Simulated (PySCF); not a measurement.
**SbO⁻: script and output**

Input:

```python
from pyscf import gto, scf, mp

mol = gto.M(
    atom='Sb 0 0 0; O 0 0 1.962',
    basis='x2c-svpall',
    charge=-1,
    spin=2,
    symmetry=True,
    verbose=4,
)
mf = scf.UHF(mol)
mf = mf.sfx2c1e()
mf.kernel()
mp.MP2(mf, frozen=19).kernel()
mf.dip_moment()
print('orbital energies (hartree):', [e[max(0, n-3):n+3].round(4) for e, n in zip(mf.mo_energy, mol.nelec)])
```

```bash
$ OMP_NUM_THREADS=1 python input.py
```

It prints (some set-up lines and the per-cycle HOMO/LUMO lines with their warnings removed):

```
PySCF version 2.14.0

[INPUT] Symbol           X                Y                Z      unit          X                Y                Z       unit  Magmom
[INPUT]  1 Sb     0.000000000000   0.000000000000   0.000000000000 AA    0.000000000000   0.000000000000   0.000000000000 Bohr   0.0
[INPUT]  2 O      0.000000000000   0.000000000000   1.962000000000 AA    0.000000000000   0.000000000000   3.707642656397 Bohr   0.0

nuclear repulsion = 110.04296740844
point group symmetry = Coov
symmetry origin: [0.         0.         0.50273121]
symmetry axis x: [1. 0. 0.]
symmetry axis y: [0. 1. 0.]
symmetry axis z: [0. 0. 1.]
num. orbitals of irrep A1 = 20
num. orbitals of irrep E1x = 11
num. orbitals of irrep E1y = 11
num. orbitals of irrep E2x = 4
num. orbitals of irrep E2y = 4
number of shells = 6
number of NR pGTOs = 129
number of NR cGTOs = 50
basis = x2c-svpall
ecp = {}

******** <class 'pyscf.x2c.sfx2c1e.sfX2C1eSymAdaptedUHF'> ********
method = sfX2C1eSymAdaptedUHF
initial guess = minao
damping factor = 0
level_shift factor = 0
DIIS = <class 'pyscf.scf.diis.CDIIS'>
SCF conv_tol = 1e-09
SCF max_cycles = 50
number electrons alpha = 31  beta = 29

******** <class 'pyscf.x2c.sfx2c1e.SpinFreeX2CHelper'> ********
approx = 1e
xuncontract = 1
Freeze 0 electrons in irreps []
    60 free electrons in irreps A1 E1x E1y E2x E2y
init E= -6551.6793256141

cycle= 1 E= -6551.99507490698  delta_E= -0.316  |g|= 0.606  |ddm|=  1.4
cycle= 2 E= -6551.8362046789  delta_E= 0.159  |g|= 0.862  |ddm|= 1.22
cycle= 3 E= -6552.17813643575  delta_E= -0.342  |g|= 0.0492  |ddm|= 0.763
cycle= 4 E= -6552.18075383985  delta_E= -0.00262  |g|= 0.02  |ddm|= 0.0969
cycle= 5 E= -6552.18120741695  delta_E= -0.000454  |g|= 0.00857  |ddm|= 0.042
cycle= 6 E= -6552.18132553312  delta_E= -0.000118  |g|= 0.00435  |ddm|= 0.0176
cycle= 7 E= -6552.18138555913  delta_E= -6e-05  |g|= 0.00314  |ddm|= 0.0143
cycle= 8 E= -6552.18144134359  delta_E= -5.58e-05  |g|= 0.00238  |ddm|= 0.0177
cycle= 9 E= -6552.18151534308  delta_E= -7.4e-05  |g|= 0.000847  |ddm|= 0.0409
cycle= 10 E= -6552.18152236021  delta_E= -7.02e-06  |g|= 0.000336  |ddm|= 0.0138
cycle= 11 E= -6552.18152276035  delta_E= -4e-07  |g|= 0.000233  |ddm|= 0.00128
cycle= 12 E= -6552.18152309889  delta_E= -3.39e-07  |g|= 0.000183  |ddm|= 0.00142
cycle= 13 E= -6552.18152329112  delta_E= -1.92e-07  |g|= 7.02e-05  |ddm|= 0.00147
cycle= 14 E= -6552.18152333193  delta_E= -4.08e-08  |g|= 1.82e-05  |ddm|= 0.000827
cycle= 15 E= -6552.18152333455  delta_E= -2.62e-09  |g|= 6.09e-06  |ddm|= 0.000258
cycle= 16 E= -6552.1815233346  delta_E= -5e-11  |g|= 1.99e-06  |ddm|= 2.76e-05
Extra cycle  E= -6552.1815233346  delta_E= -3.64e-12  |g|= 1.46e-06  |ddm|= 3.49e-06
converged SCF energy = -6552.1815233346  <S^2> = 2.0366705  2S+1 = 3.0243482

******** <class 'pyscf.mp.ump2.UMP2'> ********
nocc = (np.int64(12), np.int64(10)), nmo = (31, 31)
frozen orbitals 19
E(UMP2) = -6552.48012772199  E_corr = -0.298604387393083
E(SCS-UMP2) = -6552.46069980526  E_corr = -0.279176470655911
E_corr(same-spin) = -0.0913255317874481
E_corr(oppo-spin) = -0.207278855605635
Dipole moment(X, Y, Z, Debye):  0.00000, -0.00000, -5.74750
orbital energies (hartree): [array([-0.1833, -0.0662, -0.0662,  0.3539,  0.4915,  0.6611]), array([-0.1362, -0.1051, -0.1051,  0.2819,  0.2819,  0.3918])]
```

In short: E(SCF) = -6552.181523 Eh, E(MP2) − E(SCF) = -0.29860 Eh, ⟨S²⟩ = 2.037.

It ran on Arm Neoverse V1 (1 thread, shared host) in 1.8 s, peak memory 0.13 GiB.

The basis has no diffuse functions, which an anion needs. The bond length is a typed value, not an optimised one. The dipole of an ion depends on the origin. No search for the lowest solution was made.
